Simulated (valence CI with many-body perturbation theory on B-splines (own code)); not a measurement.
**Valence orbitals of Au57+**

Computed by valence CI with perturbative core correlation (CI+MBPT): four valence electrons over a frozen Dirac-Fock core [Ar], radial functions for each j: 9 s, 9 p, 10 d, 8 f, 5 g, 3 h, 1 i, with the one-electron correlation potential Σ1 (screened to all orders), the two-electron term Σ2, the three-electron term Σ3, Breit, model QED; selected single and double excitations, second order for the rest (own B-spline code, finite nucleus).

The last digits are not significant, and no measured levels were compared; by estimate large intervals hold to a few tenths of a per cent, small ones and those within an open d or f shell to about a per cent. The list stops below the first excitations out of the core. Only levels of the ground parity were solved; by the run's estimate the other parity begins above the list, which can be wrong where configurations are misplaced.

These are the spectroscopic orbitals of the CI (the correlating ones are not listed), shaped by the core and the other valence electrons. h is the expectation value of the core's Dirac-Fock operator, without the valence repulsion; Σ1 is computed up to l = 3 at one energy for each symmetry, that of its lowest orbital but kept below the first core excitation, so for empty shells it is not the orbital's own correlation shift; Breit and QED include the response of the core.

| Orbital | h (hartree) | Σ1 (cm⁻¹) | Breit (cm⁻¹) | QED (cm⁻¹) | ⟨r⟩ (bohr) |
| --- | --- | --- | --- | --- | --- |
| 4s1/2 | -140.06 | -8579 | 20923 | 16373 | 0.3371 |
| 5s1/2 | -86.168 | -3311 | 10070 | 8072 | 0.5474 |
| 6s1/2 | -58.339 | -1666 | 5506 | 4516 | 0.8105 |
| 4p1/2 | -136.56 | -11342 | 33428 | 1056 | 0.3303 |
| 5p1/2 | -84.429 | -4107 | 16423 | 541 | 0.5435 |
| 6p1/2 | -57.355 | -2024 | 9060 | 309 | 0.8095 |
| 4p3/2 | -129.9 | -10265 | 18737 | 2351 | 0.3487 |
| 5p3/2 | -81.171 | -3927 | 9347 | 1194 | 0.5663 |
| 6p3/2 | -55.522 | -1974 | 5776 | 680 | 0.8369 |
| 3d3/2 | -231.78 | -22246 | 41575 | -2710 | 0.1527 |
| 4d3/2 | -125.19 | -11353 | 15915 | -767 | 0.3271 |
| 5d3/2 | -78.89 | -4372 | 7765 | -343 | 0.5509 |
| 3d5/2 | -227.83 | -19628 | 22426 | -569 | 0.1567 |
| 4d5/2 | -123.68 | -10606 | 8556 | 0.1 | 0.3320 |
| 5d5/2 | -78.131 | -4022 | 4139 | 33.3 | 0.5569 |
| 4f5/2 | -119.49 | -29100 | 2700 | -619 | 0.2933 |
| 5f5/2 | -76.189 | -11240 | 1177 | -290 | 0.5226 |
| 4f7/2 | -118.91 | -22057 | 313 | -276 | 0.2956 |
| 5f7/2 | -75.884 | -8556 | 231 | -115 | 0.5253 |
| 5g7/2 | -74.736 |  | 252 | -92.4 | 0.4680 |
| 5g9/2 | -74.587 |  | -35.5 | -4.7 | 0.4695 |

Among the shells of the start configuration 3d4, Σ1 is largest in size for 3d3/2, where it is 0.044 % of h.

Lowest root of each symmetry, sizes in configuration state functions:

```csv
J,Parity,Roots,Reference,Variational,Second order,Change by selected CI (cm⁻¹),Change by second order (cm⁻¹)
0,even,4,19,7005,13322,-14100,-1
1,even,3,43,16475,5728,-11790,-2
2,even,6,61,24403,8526,-13860,-6
3,even,4,57,23593,14062,-14151,-14
4,even,5,48,23645,13974,-13295,-18
5,even,2,29,22389,10566,-11874,-9
6,even,2,15,19014,7378,-12166,-6
```
